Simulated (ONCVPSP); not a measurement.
**Cs (Z = 55): one change to an ONCV potential, before and after**

- Element: Cs
- Generator: ONCVPSP 4.0.1
- Type: optimised norm-conserving Vanderbilt (ONCV)
- Functional: LDA (Perdew-Wang 92)
- Relativity: scalar-relativistic
- Frozen core: [Kr] 4d10
- Valence charge: 9
- Reference configuration: 5s2 5p6 6s1
- Partial waves: 5s+6s: rc 2.70 bohr, ncon 4, nbas 8, qcut 4.5 1/bohr, 2 projectors; 5p: rc 3.40 bohr, ncon 4, nbas 7, qcut 4.9 1/bohr, 2 projectors, debl 3 Ha; d scattering state at 0.34 Ha: rc 3.00 bohr, ncon 5, nbas 9, qcut 3.1 1/bohr, 2 projectors, debl 0.8 Ha
- Local potential: polynomial inside 2.40 bohr (lpopt 4, dvloc0 0 Ha)
- Core correction: Teter function, fcfact 1.5, rcfact 1.2

In the d channel the program set the typed energies aside and used 0.050, 0.850 Ha.

Change: all radii but the core radius scaled by about 0.82 (s 2.22, p 2.80, d 2.48 bohr); local potential polynomial inside 1.98 bohr (lpopt 4, dvloc0 0 Ha).

Cutoffs: the cutoffs (Ha) at which the residual kinetic energy of the hardest occupied pseudo-wave falls to 1 and 0.1 mHa per electron; they do not see the model core or the augmentation charge, which bear on the density cutoff. Errors are all-electron minus pseudo energies relative to the spin-unpolarised reference configuration.

How do hardness, ghosts and transferability respond?

The potential gets harder (6.7 Ha and 8.2 Ha → 8.4 Ha and 10 Ha); of the 4 tests that both files solve, the error grows in 0 and shrinks in 1 by more than 15 % and 0.3 meV (median size 0.8 → 0.6 meV); neither file shows a bound ghost. A smaller radius makes the pseudo-wave follow the all-electron one further in, where it bends more sharply, so more plane waves are needed.

```tsv
quantity	base	changed
cutoff, loose	6.7 Ha	8.4 Ha
cutoff, tight	8.2 Ha	10 Ha
loose cutoff by channel	s 6.7 Ha, p 4.1 Ha	s 8.4 Ha, p 4.4 Ha
bound ghosts	none	none
GHOST(+) flags under 300 eV	none	s at 135.1 eV
error for 5s2 5p6 6s0, meV [ΔE 4.00 eV]	-0.2	-0.1
error for 5s2 5p6 6s0.5, meV [ΔE 1.55 eV]	-0.1	0.0
error for 5s2 5p6 6s0 6p1, meV [ΔE 1.47 eV]	-1.3	+1.2
error for 5s2 5p5 6s1, meV [ΔE 17.99 eV]	-25	-14
rms error of d²Exc/dni dnj with the model core, mHa	2.84	3.02
```
